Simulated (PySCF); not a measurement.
A structure optimised at TPSSh-D3(BJ)/def2-SVP, used in a PySCF frequency run:

```
O
Si 1 1.6879
H 2 1.4855 1 105.37
H 2 1.4881 3 109.99 1 -120.47
H 2 1.4904 3 109.90 4 -119.86
Se 1 1.8371 2 115.41 3 177.92
C 6 1.9449 1 96.58 2 -96.13
H 7 1.0980 6 109.22 1 -57.13
H 7 1.0980 8 111.05 6 -122.34
H 7 1.1008 8 109.79 9 -121.57
```
Charge 0, spin multiplicity 1.

Question: Write its SMILES and formula.

Answer: C[Se]O[SiH3], CH6OSeSi

Question: What are its rotational constants (standard atomic weights)?

Answer: 7.5770, 1.9596, 1.7296 GHz
